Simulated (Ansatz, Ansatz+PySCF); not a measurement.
```xyz
6

O     0.0000    0.0000   -0.1197
H     0.0000    0.7542    0.4787
H     0.0000   -0.7542    0.4787
O    30.0436    0.0027    0.1114
H    30.3744   -0.4869   -0.6486
H    29.2770    0.4651   -0.2427
```

Basis set: cc-pVDZ (spherical functions). Left uncorrelated: 2 orbitals. Charge 0, multiplicity 1.

Computed with Ansatz (development build ahead of 0.2.0); each method stands on the lowest determinant of its kind that the runs found. Restricted open shells among the atoms or ions are ROHF, correlated in semicanonical orbitals with singles. Restricted functionals stand beside restricted open-shell atoms, which can lie above the unrestricted atoms usual in DFT and then raise those values.

The atomization energy at this shape (free ground-state atoms in the same class of orbitals less the molecule, no zero-point energy) of singlet H₄O₂ in separate pieces:

| method | atomization energy |
| --- | --- |
| ωB97X (restricted) | 441.29 kcal/mol |
| r²SCAN (unrestricted) | 440.39 kcal/mol |
| r²SCAN (restricted) | 444.24 kcal/mol |
| PBE0 (restricted) | 436.13 kcal/mol |
| PBE0 (unrestricted) | 433.42 kcal/mol |
| PBE (restricted) | 447.85 kcal/mol |
| PBE (unrestricted) | 445.71 kcal/mol |
| RHF-CCSD(T) | 417.67 kcal/mol |
| RHF-MP2 | 421.64 kcal/mol |
| RHF | 301.71 kcal/mol |
| UHF | 295.87 kcal/mol |

**Question.** What does ωB97X (unrestricted) give?

**Answer.** 438.03 kcal/mol.
